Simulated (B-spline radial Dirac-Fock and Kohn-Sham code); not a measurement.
What relativity does to the binding energies of Se¹⁰⁺

System: selenium as Se¹⁰⁺, configuration 1s2 2s2 2p6 3s2 3p6 3d6.

Both columns are ΔSCF binding energies of the configuration average from a radial B-spline solver: non-relativistic Hartree-Fock with a point nucleus, and Dirac-Fock with a finite nucleus and the Coulomb interaction alone, averaged over the two j levels with weights 2j+1.

```tsv
shell	Hartree-Fock (eV)	Dirac-Fock (eV)	shift (eV)	shift (%)
1s	12753.7	12956.6	+202.91	+1.59
2s	1888.3	1934.3	+46.08	+2.44
2p	1712.3	1723.4	+11.01	+0.64
3s	464.8	473.8	+8.97	+1.93
3p	401.1	403.5	+2.46	+0.61
3d	298.5	297.3	-1.19	-0.40
```

Relativity binds 1s, 2s, 2p, 3s, 3p more strongly, among those listed most of all 2s in relative terms, and 3d more weakly, because the contracted s and p shells screen the nucleus better.

Values without a named source are computed, but for edge energies of neutral atoms, which are taken from tables.
